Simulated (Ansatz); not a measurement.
Species: Si2H3, charge -1, singlet. Si2H3- (SMILES [SiH-]=[SiH2]).
B3LYP-D3(BJ)/def2-TZVP minimum from Ansatz (an electronic-structure program):
```xyz
5

Si    -1.1857     0.1476    -0.0156
Si     1.0048    -0.0403     0.0084
H     -1.3255    -1.3828     0.0707
H      1.9047    -1.2444     0.0825
H      1.9533     1.1249    -0.0522
```
Charge -1, spin multiplicity 1.

Total energies in aug-cc-pV(D+d)Z, 12 correlated electrons, 10 frozen orbitals. Open shells are spin-unrestricted; no spin-orbit coupling. Correlated methods leave the cores frozen. No relativity. The restricted determinant of H3Si2- ([SiH-]=[SiH2], singlet) is unstable towards broken spin symmetry in at least one set run.

```csv
method,program,energy (Eh),minus CCSDT(Q) (mEh)
HF,Ansatz,-579.56357,276.76
MP2,Ansatz,-579.78541,54.92
CCSD,Ansatz,-579.82479,15.54
CCSD(T),Ansatz,-579.83775,2.58
CCSDT(Q),Ansatz,-579.84033,0.00
```

Rough core times of Ansatz's runs on a shared machine: CCSD(T) under 20 s, CCSDT(Q) 80 s.
